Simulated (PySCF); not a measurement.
**Calcium: a sound run and one with changed settings**

Sound run: Ca [Ar] 4s2, Ca⁺ [Ar] 4s1. All numbers are calculated (PySCF 2.14, the non-relativistic Hamiltonian (point nucleus), in def2-TZVP). The sound run starts from symmetry-adapted Hartree-Fock orbitals and uses a fine grid where one is needed.

A second run was set up differently.

| species | method | sound run (hartree) | changed run (hartree) | converged |
| --- | --- | --- | --- | --- |
| Ca | UHF | -676.74580 | -676.74580 | yes |
| Ca | MN15 | -677.50550 | -678.35103 | yes |
| Ca | BP86 | -677.62094 | -677.59404 | yes |
| Ca⁺ | UHF | -676.55768 | -676.55768 | yes |
| Ca⁺ | MN15 | -677.27535 | -678.12096 | yes |
| Ca⁺ | BP86 | -677.39361 | -677.35945 | yes |

Ionisation energy of Ca:

| method | sound run (eV) | changed run (eV) |
| --- | --- | --- |
| UHF | 5.119 | 5.119 |
| MN15 | 6.262 | 6.260 |
| BP86 | 6.186 | 6.384 |

(1) What was changed?
A. level shift left on
B. basis contracted for another Hamiltonian
C. radial grid too coarse
D. minimal basis

Answers

(1) C. It used radial step 0.8 in ln r (0.13 in the sound run). A coarse radial grid mis-integrates the density and the exchange-correlation energy, with errors of either sign; Hartree-Fock needs no grid.
